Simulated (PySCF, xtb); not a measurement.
F2H4SSi2, SMILES F[SiH](F)S[SiH3]. Atoms are numbered in the order given.

```xyz
9

Si     2.0244     0.0893    -0.0777
S      0.2427     0.1165    -1.3302
Si    -1.2077    -0.2318     0.1675
F     -0.5117    -1.0554     1.3804
F     -1.7361     1.1455     0.8287
H      1.8292     0.9463     1.1171
H      2.3602    -1.2966     0.3272
H      3.0893     0.6436    -0.9478
H     -2.3649    -0.9734    -0.3530
```

Geometry: TPSSh-D3(BJ)/def2-SVP. This is a generated structure with no PubChem entry under its InChIKey; it may be hypothetical. Other conformers were not sampled.

Computed with IEF-PCM-B3LYP/def2-SVP in PySCF.

The values are the electrostatic part of the solvation free energy, E(continuum) − E(gas) at the gas-phase geometry, in a cavity of scaled van der Waals radii (PySCF's table); cavitation and dispersion terms are not included. In vacuum the orbital gap is 7.41 eV. The dipole moment in vacuum is 0.98 D.

Computed values in water (ε = 78.36), acetonitrile (ε = 35.69), chloroform (ε = 4.71):
```json
[
 {"solvent": "water", "ε": "78.36", "ΔG(elec) (kcal/mol)": "-2.2", "dipole (D)": "1.14", "gap (eV)": "7.53"},
 {"solvent": "acetonitrile", "ε": "35.69", "ΔG(elec) (kcal/mol)": "-2.2", "dipole (D)": "1.13", "gap (eV)": "7.53"},
 {"solvent": "chloroform", "ε": "4.71", "ΔG(elec) (kcal/mol)": "-1.6", "dipole (D)": "1.10", "gap (eV)": "7.49"}
]
```

For comparison, GFN2-xTB/ALPB(water) (xtb, at the GFN2-xTB geometry, all terms of that model) gives 1.8 kcal/mol.
